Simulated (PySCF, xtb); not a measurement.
C2H4N3, SMILES [nH+]1cnc[nH]1, charge +1.

GFN2-xTB (xtb 6.7.1) at its own geometry gives an orbital gap of 3.42 eV.

The structure is a stationary point at PBE0-D3(BJ)/def2-SVP. The isomer is the one that the SMILES or the coordinates give; other isomers of the formula were not compared.

What does PySCF with HF/def2-TZVP give? (An estimate is asked for; the answer gives what the named calculation found.)

gap 14.84 eV (levels -17.55 and -2.71 eV).
